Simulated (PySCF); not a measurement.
## Telling isomers of C3H10F2OSi3 apart by NMR

Fast rotation and ring inversion assumed for equivalent nuclei, non-relativistic, no solvent, one computed conformer. Structure optimised with GFN2-xTB; NMR shieldings at PBE0/pcSseg-1/GIAO; PySCF 2.14.

References, each an isolated molecule treated in the same way: ¹H (σref 31.72), ¹³C (σref 186.93) against TMS. Splittings of carbon signals by F and P are missing where no couplings were computed. Where no couplings were computed, multiplicities follow the n + 1 count of equivalent neighbours, and m marks all less simple cases (inequivalent or close neighbours, rings, F or P nearby). Shifts are as computed. Against solution values, carbons near 30 ppm lie about +3 ppm off and those near 130 ppm about +5 ppm. Of 1309 compounds with measured shifts, 239 miss one by over three times the rms of a fit or turn the order of signals round; such compounds aren't used in these exercises.

(1) Tabulate the signals of `CC(=O)[Si]([SiH3])([SiH3])C(F)F`, `FC[SiH2]/C(F)=C\[SiH2]O[SiH3]` and their relative energies.

(2) What is the quickest way to tell CC(=O)[Si]([SiH3])([SiH3])C(F)F from FC[SiH2]/C(F)=C\[SiH2]O[SiH3]?

## Answers

(1) 
```tsv
SMILES	carbon types	δC	δH	E rel. (kcal/mol)
CC(=O)[Si]([SiH3])([SiH3])C(F)F	1×C 1×CH 1×CH3	248.6, 130.0, 43.5	6.68 (m, 1H), 3.62 (s, 6H), 2.82 (s, 3H)	29.0
FC[SiH2]/C(F)=C\[SiH2]O[SiH3]	1×C 1×CH 1×CH2	182.8, 121.8, 77.8	5.75 (m, 1H), 5.40 (d, 2H), 5.19 (m, 2H), 5.14 (s, 3H), 4.80 (m, 2H)	0.0
```

Energies are electronic energies at PBE0/pcSseg-1 on these geometries, without zero-point or thermal terms, each for the one conformer computed, which needn't be the lowest.

(2) Both give the same number of carbon signals, but DEPT or the intensities differ. The first has a carbonyl carbon (C) at 248.6 ppm, the second a fully substituted alkene carbon (C) at 182.8 ppm. In the proton spectra the most deshielded non-exchanging signals are 6.68 (m, 1H) and 5.75 (m, 1H).
